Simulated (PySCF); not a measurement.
# SiH + 2 Cl₂ → SiCl₃ + HCl

Level: PBE0 in the def2-TZVP basis family, all electrons, no relativity, computed in PySCF with density fitting; open shells unrestricted.

```json
{"species": "SiH", "state and structure": "doublet, C∞v, Si–H 1.532 Å", "E (Eh)": "-289.86414", "ZPE (kJ/mol)": "12.1", "H(298 K) − H(0) (kJ/mol)": "8.7", "S° (J/(mol K))": "192.7"}
{"species": "Cl₂", "state and structure": "singlet, D∞h, Cl–Cl 1.982 Å", "E (Eh)": "-920.08940", "ZPE (kJ/mol)": "3.5", "H(298 K) − H(0) (kJ/mol)": "9.1", "S° (J/(mol K))": "222.5"}
{"species": "SiCl₃", "state and structure": "doublet, C3v, Si–Cl 2.043 Å (×3); Cl–Si–Cl 109.5° (×3)", "E (Eh)": "-1669.68231", "ZPE (kJ/mol)": "13.3", "H(298 K) − H(0) (kJ/mol)": "16.0", "S° (J/(mol K))": "319.5"}
{"species": "HCl", "state and structure": "singlet, C∞v, H–Cl 1.279 Å", "E (Eh)": "-460.66440", "ZPE (kJ/mol)": "17.9", "H(298 K) − H(0) (kJ/mol)": "8.7", "S° (J/(mol K))": "186.6"}
```

Task: What is the electronic reaction energy?

Result: At PBE0/def2-TZVP, ΔE = -797.5 kJ/mol from the differences of the total energies times 2625.5, downhill. 

Task: Add zero-point, thermal and entropy terms for 298.15 K and 1 bar.

Result: ΔZPE = 12.1 and Δ[H(298) − H(0)] = -2.2 kJ/mol give ΔH° = -787.6 kJ/mol. ΔS° = -131.6 J/(mol K), so ΔG° = -787.6 − 298.15 × (-0.1316) = -748 kJ/mol.

The entropy of SiH lacks the orbital degeneracy of a ²Π state, up to R ln 2. Each species is the lowest minimum found with this bonding; other isomers or fragments can lie lower.
